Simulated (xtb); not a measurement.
Species: HBCl, SMILES `[BH]Cl` (charge 0, multiplicity 2).

Question: Give a relaxed geometry from GFN2-xTB run with xtb 6.7.1.

Answer: the end point of this relaxation (outside a Z-matrix the atoms follow the SMILES, hydrogens last).
Bonds (Å): B1–Cl2 1.661, B1–H3 1.170. Angles (°): Cl2–B1–H3 122.2.
